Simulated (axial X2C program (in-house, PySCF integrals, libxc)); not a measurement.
Outer orbitals of PBr⁺ at 2.067 Å, PW91

Computed with an in-house all-electron X2C program for linear molecules (integrals from PySCF). Spin-free means the one-electron spin-free X2C Hamiltonian; two-component (2c) means X2C with spin–orbit coupling and atomic mean-field two-electron Coulomb and Gaunt terms, so the difference of the two also holds small scalar two-electron terms. Basis: Br dyall-cv3z [8s9p6d4f1g], P dyall-v3z [8s7p2d1f] (cores contracted in-house); Gaussian nuclei, density fitting, unrestricted open shells. Masses: Br 78.918 u, P 30.974 u.

The distance is close to the 2c PBE0 minimum; the highest filled and lowest empty levels are listed.

Spin-free orbitals, state M_S = 1/2, Λ = 1 (beyond evenly filled blocks: π+α) (Löwdin shares):

```tsv
symmetry	occupied	ε (eV)	atomic character
σα	yes	-28.84	72% Br s, 12% P s, 9% P p
σβ	yes	-28.72	73% Br s, 11% P s, 10% P p
σα	yes	-22.16	59% P s, 23% Br p, 13% Br s
σβ	yes	-21.45	56% P s, 28% Br p, 12% Br s
σα	yes	-16.50	42% Br p, 37% P p, 16% P s
σβ	yes	-16.16	38% Br p, 37% P p, 20% P s
π+α	yes	-15.91	70% Br p, 25% P p, 3% P d
π-α	yes	-15.91	70% Br p, 25% P p, 3% P d
π-β	yes	-15.62	78% Br p, 17% P p, 4% P d
π+β	yes	-15.62	78% Br p, 17% P p, 4% P d
π+α	yes	-12.42	70% P p, 25% Br p, 3% Br d
π-α	no	-12.42	70% P p, 25% Br p, 3% Br d
π-β	no	-11.43	78% P p, 17% Br p, 4% Br d
π+β	no	-11.43	78% P p, 17% Br p, 4% Br d
σα	no	-8.35	42% P p, 21% Br p, 16% P d
```

A filled and an empty partner (Λ and −Λ, same spin) share one energy because the functional has no current term.

Spinors with spin–orbit coupling (state Ω = 1/2):

```
   ω  occupied  ε (eV)             atomic character     λ mixture
-1/2       yes  -28.85    72% Br s, 12% P s, 9% P p        100% σ
 1/2       yes  -28.74   73% Br s, 11% P s, 10% P p        100% σ
-1/2       yes  -22.15  59% P s, 23% Br p, 13% Br s        100% σ
 1/2       yes  -21.43  56% P s, 28% Br p, 12% Br s        100% σ
-1/2       yes  -16.52   44% Br p, 36% P p, 16% P s   96% σ, 4% π
 1/2       yes  -16.24   49% Br p, 31% P p, 15% P s  70% σ, 30% π
 1/2       yes  -15.94    60% Br p, 29% P p, 6% P s  70% π, 30% σ
-3/2       yes  -15.78    68% Br p, 27% P p, 3% P d        100% π
-1/2       yes  -15.74    78% Br p, 17% P p, 3% P d   96% π, 4% σ
 3/2       yes  -15.49    77% Br p, 18% P p, 4% P d        100% π
 1/2       yes  -12.47   72% P p, 23% Br p, 3% Br d        100% π
-3/2        no  -12.34   68% P p, 26% Br p, 3% Br d        100% π
-1/2        no  -11.45   79% P p, 16% Br p, 4% Br d        100% π
 3/2        no  -11.35   77% P p, 18% Br p, 4% Br d        100% π
-1/2        no   -8.34   42% P p, 21% Br p, 16% P d        100% σ
```

**Question.** How does the gap between the highest filled and lowest empty level change from the spin-free to the 2c table?

**Answer.** From 0.00 to 0.13 eV at PW91, a change of 0.13 eV.

Mulliken charges and populations of the two-component result (they depend on the basis, above all on diffuse functions):

Br 0.44 e (s 7.94 p 16.54 d 10.07 f 0.01), P 0.56 e (s 5.96 p 8.34 d 0.13 f 0.02). ⟨Lz⟩ = 1.00 ħ and ⟨Sz⟩ = -0.50 ħ (-0.03 and -0.47 on the two atoms), which add up to Ω.

One determinant describes the state; a PBE0 search over occupations chose it and may have missed a lower one. Density functionals use the spin component along the axis (collinear). Without a current term, density functionals place determinants with orbital angular momentum somewhat too high.
